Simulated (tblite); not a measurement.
C3H13Ge2NSi.
Numbering: `[CH2:1]=[CH:2][Ge@H:3]([NH:4][CH3:5])[GeH2:6][SiH3:7]` (hydrogens: H8, H9 on C1; H10 on C2; H11 on Ge3; H12 on N4; H13, H14, H15 on C5; H16, H17 on Ge6; H18, H19, H20 on Si7)

Computed with GFN2-xTB (tblite), gas phase: L-BFGS steps from a force-field or distance-geometry start until the largest atomic force falls under 0.01 eV/Å.

Step 135: E = -585.4796 eV
```
atom  x, y, z in Å  |  force x, y, z in eV/Å
C1     -1.4374    1.9242    0.8330   -0.015   0.008  -0.019
C2     -1.7851    1.0462   -0.0914    0.023  -0.020   0.016
Ge3    -0.4936   -0.1105   -1.0471   -0.002   0.024  -0.013
N4     -0.5011   -1.8151   -0.3572   -0.005   0.033   0.012
C5     -1.7557   -2.5341   -0.2392    0.021  -0.004   0.005
Ge6     1.7734    0.7008   -1.0095   -0.003   0.033  -0.002
Si7     2.9615    0.9213    1.0052   -0.006  -0.006   0.010
H8     -0.3993    2.0925    1.0874    0.023   0.000  -0.013
H9     -2.1561    2.5274    1.3705    0.020  -0.009   0.005
H10    -2.8350    0.9031   -0.3134   -0.033   0.012  -0.026
H11    -1.0875   -0.3472   -2.4348    0.000  -0.007   0.024
H12     0.0329   -1.9118    0.4980   -0.005  -0.020  -0.006
H13    -2.2915   -2.4435   -1.1839    0.019  -0.006   0.006
H14    -1.5570   -3.5900   -0.0480   -0.026  -0.022  -0.010
H15    -2.4049   -2.1517    0.5576    0.004  -0.008   0.008
H16     1.7234    2.0218   -1.7566    0.022  -0.006   0.020
H17     2.5655   -0.1194   -2.0053   -0.020  -0.005  -0.012
H18     2.5158    2.1105    1.7375    0.005  -0.006  -0.003
H19     2.7247   -0.2454    1.8610   -0.003   0.004   0.006
H20     4.4018    1.0317    0.7735   -0.017   0.006  -0.009
```

Step 136: E = -585.4800 eV
```
atom  x, y, z in Å  |  force x, y, z in eV/Å
C1     -1.4316    1.9398    0.8246   -0.008  -0.019  -0.037
C2     -1.7823    1.0441   -0.0825    0.016   0.005   0.035
Ge3    -0.4950   -0.1148   -1.0411    0.005   0.036  -0.010
N4     -0.5000   -1.8215   -0.3571   -0.013   0.028   0.018
C5     -1.7542   -2.5423   -0.2447    0.010  -0.006   0.011
Ge6     1.7701    0.7026   -1.0058    0.005   0.005   0.000
Si7     2.9608    0.9187    1.0086   -0.013  -0.012  -0.001
H8     -0.3922    2.1179    1.0711   -0.007  -0.008  -0.031
H9     -2.1509    2.5478    1.3557    0.023  -0.007   0.014
H10    -2.8344    0.8931   -0.2927   -0.009   0.017  -0.022
H11    -1.0948   -0.3479   -2.4271    0.003  -0.007   0.023
H12     0.0323   -1.9209    0.4988   -0.006  -0.021  -0.011
H13    -2.2915   -2.4431   -1.1880    0.028  -0.010   0.015
H14    -1.5550   -3.6000   -0.0627   -0.026  -0.015  -0.014
H15    -2.4031   -2.1674    0.5564    0.011  -0.010  -0.001
H16     1.7140    2.0260   -1.7457    0.022   0.006   0.011
H17     2.5638   -0.1111   -2.0074   -0.029   0.005  -0.002
H18     2.5189    2.1124    1.7352    0.008  -0.002   0.004
H19     2.7188   -0.2450    1.8676   -0.001   0.010   0.003
H20     4.4013    1.0223    0.7743   -0.018   0.006  -0.005
```

Step 137: E = -585.4804 eV
```
atom  x, y, z in Å  |  force x, y, z in eV/Å
C1     -1.4331    1.9405    0.8228    0.016   0.024   0.021
C2     -1.7834    1.0459   -0.0835    0.003  -0.045  -0.024
Ge3    -0.4968   -0.1147   -1.0403    0.009   0.042  -0.013
N4     -0.4986   -1.8214   -0.3581   -0.016   0.018   0.017
C5     -1.7520   -2.5429   -0.2443   -0.006  -0.009   0.016
Ge6     1.7684    0.7028   -1.0033    0.014  -0.029   0.004
Si7     2.9611    0.9171    1.0101   -0.020  -0.016  -0.014
H8     -0.3941    2.1126    1.0740    0.000   0.001  -0.025
H9     -2.1523    2.5510    1.3506    0.022   0.003   0.022
H10    -2.8346    0.9007   -0.2990   -0.030   0.008  -0.027
H11    -1.1002   -0.3475   -2.4246    0.008  -0.009   0.021
H12     0.0364   -1.9239    0.4957   -0.002  -0.017  -0.009
H13    -2.2930   -2.4392   -1.1852    0.028  -0.010   0.020
H14    -1.5541   -3.6018   -0.0675   -0.016  -0.013  -0.017
H15    -2.3974   -2.1718    0.5615    0.010  -0.008  -0.008
H16     1.7176    2.0265   -1.7393    0.017   0.023  -0.005
H17     2.5599   -0.1140   -2.0057   -0.034   0.017   0.006
H18     2.5193    2.1130    1.7322    0.007   0.002   0.014
H19     2.7216   -0.2451    1.8718    0.000   0.013   0.001
H20     4.4001    1.0229    0.7695   -0.010   0.004  -0.001
```

Question: Estimate the geometry and energy of step 138. (The exact step hangs on the optimiser's Hessian estimate; all steps are aligned on step 137, rigid shifts and turns removed.)

Answer: E = -585.4809 eV, largest force 0.047 eV/Å
```
atom  x, y, z in Å  |  force x, y, z in eV/Å
C1     -1.4310    1.9480    0.8177    0.013   0.000   0.015
C2     -1.7840    1.0452   -0.0799   -0.004  -0.018  -0.023
Ge3    -0.4987   -0.1150   -1.0377    0.011   0.031  -0.007
N4     -0.4990   -1.8234   -0.3596   -0.013   0.008   0.017
C5     -1.7508   -2.5477   -0.2461   -0.012  -0.006   0.014
Ge6     1.7661    0.7031   -0.9997    0.015  -0.044   0.002
Si7     2.9608    0.9154    1.0124   -0.019  -0.011  -0.015
H8     -0.3911    2.1223    1.0643   -0.006  -0.002  -0.029
H9     -2.1484    2.5606    1.3452    0.016   0.008   0.019
H10    -2.8358    0.8987   -0.2939   -0.014   0.009  -0.012
H11    -1.1051   -0.3459   -2.4203    0.008  -0.009   0.012
H12     0.0383   -1.9295    0.4921    0.001  -0.013  -0.005
H13    -2.2928   -2.4418   -1.1860    0.023  -0.009   0.016
H14    -1.5531   -3.6073   -0.0725   -0.006  -0.004  -0.018
H15    -2.3955   -2.1792    0.5613    0.006  -0.008  -0.005
H16     1.7152    2.0286   -1.7306    0.016   0.031  -0.013
H17     2.5569   -0.1113   -2.0053   -0.036   0.021   0.011
H18     2.5234    2.1146    1.7317    0.006   0.001   0.017
H19     2.7204   -0.2445    1.8768    0.000   0.012   0.002
H20     4.3989    1.0195    0.7675   -0.006   0.001   0.002
```

The energy changes by -0.0005 eV. The first-order estimate −F·Δx gives -0.0006 eV and the mean of the old and new forces, exact on a quadratic surface, -0.0005 eV. The step makes an angle of 82° with the force vector and moves no atom by more than 0.014 Å.

What follows is the cost of the whole relaxation. On Arm Neoverse N1, one thread, on a shared host, this took 2.8 s of wall time.
